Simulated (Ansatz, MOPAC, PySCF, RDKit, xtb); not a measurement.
Complex: CH5N (SMILES CN) (first 7 atoms) with CH6Si (SMILES C[SiH3]); geometry from B3LYP-D3(BJ)/def2-TZVP, rigid monomers moved along the line of their centres of mass till H6···Si9 is 3.70 Å.
(charge 0, multiplicity 1):
| atom | x (Å) | y (Å) | z (Å) |
|---|---|---|---|
| C | -0.9787 | 0.2707 | 0.0891 |
| N | 0.4280 | 0.1575 | 0.4703 |
| H | -1.2348 | -0.5492 | -0.5836 |
| H | -1.1271 | 1.2007 | -0.4617 |
| H | -1.6881 | 0.2560 | 0.9270 |
| H | 0.5962 | -0.7062 | 0.9716 |
| H | 0.6962 | 0.9170 | 1.0842 |
| C | 1.5339 | -0.2059 | 4.6984 |
| Si | -0.3273 | -0.0785 | 4.4983 |
| H | 1.8068 | -1.1437 | 5.1857 |
| H | 1.9137 | 0.6139 | 5.3109 |
| H | 2.0424 | -0.1681 | 3.7336 |
| H | -0.8465 | -1.1959 | 3.6731 |
| H | -0.7009 | 1.1972 | 3.8412 |
| H | -0.9912 | -0.1313 | 5.8237 |

```csv
level,interaction energy (meV)
MMFF94,-26.5
UFF,-65.2
GFN-FF,-43.7
AM1,12.2
PM3,-23.2
PM6,-19.2
PM7,-20.2
GFN1-xTB,-65.1
GFN2-xTB,-74.7
HF/STO-3G (no counterpoise),9.4
HF/3-21G (no counterpoise),-50.1
HF/6-31G*,15.4
HF/6-31G* (no counterpoise),-15.8
HF/aug-cc-pV(D+d)Z,13.6
PBE/def2-TZVPPD,-21.8
PBE-D3(BJ)/def2-TZVPPD,-68.9
PBE-D4/def2-TZVPPD,-65.6
BP86/6-31G* (no counterpoise),-22.6
r2SCAN/def2-TZVPPD,-33.8
r2SCAN-D3(BJ)/def2-TZVPPD,-58.1
r2SCAN-D4/def2-TZVPPD,-54.3
B3LYP/3-21G (no counterpoise),-76.9
B3LYP/6-31G*,12.2
B3LYP/6-31G* (no counterpoise),-36.8
B3LYP/6-311+G** (no counterpoise),8.9
B3LYP/def2-TZVPPD,11.1
B3LYP-D3(BJ)/def2-TZVPPD,-58.6
B3LYP-D4/def2-TZVPPD,-50.8
PBE0/def2-TZVPPD,-16.4
PBE0-D3(BJ)/def2-TZVPPD,-63.8
PBE0-D4/def2-TZVPPD,-59.1
M06-2X/6-31G* (no counterpoise),-82.5
wB97X-V/def2-TZVPPD,-53.6
wB97M-V/def2-TZVPPD,-50.3
MP2/6-31G*,-8.8
MP2/6-31G* (no counterpoise),-68.7
MP2/aug-cc-pV(D+d)Z,-41.6
SCS-MP2/aug-cc-pV(D+d)Z,-28.7
CCSD/aug-cc-pV(D+d)Z,-36.0
CCSD(T)/aug-cc-pV(D+d)Z,-44.5
```

The rows run from -82.5 (M06-2X/6-31G* (no counterpoise)) to 15.4 meV (HF/6-31G*). In aug-cc-pV(D+d)Z the value moves HF 13.6, MP2 -41.6, CCSD -36.0, CCSD(T) -44.5, a shift of -58.1 from HF to CCSD(T). The dispersion term adds -47.1 in PBE-D3(BJ), -43.8 in PBE-D4, -24.3 in r2SCAN-D3(BJ). The 6 functionals in def2-TZVPPD without D3 or D4 span 64.7, from wB97X-V to B3LYP.

Interaction energies are E(AB) − E(A) − E(B) at the monomers' geometry in the complex; basis-set methods are counterpoise corrected. Rows marked so take none. RDKit's UFF carries no charges.

Correlated levels freeze the cores. Rows in 3-21G, 6-311+G**, 6-31G*, STO-3G carry no dispersion term and start afresh at each structure (6-31G* with six Cartesian d functions). MP2/6-31G* freezes PySCF's default core. The state that AM1, PM3, PM6, PM7 reach isn't checked; PM7 holds dispersion and hydrogen-bond terms.

The values were computed with Ansatz (a program for electronic structure) with Gaussian orbitals; MOPAC for AM1, PM3, PM6, PM7 (differences of heats of formation); PySCF for 3-21G rows, 6-311+G** rows, 6-31G* rows, STO-3G rows, the dispersion terms; RDKit for the force fields; xtb for the GFN methods.
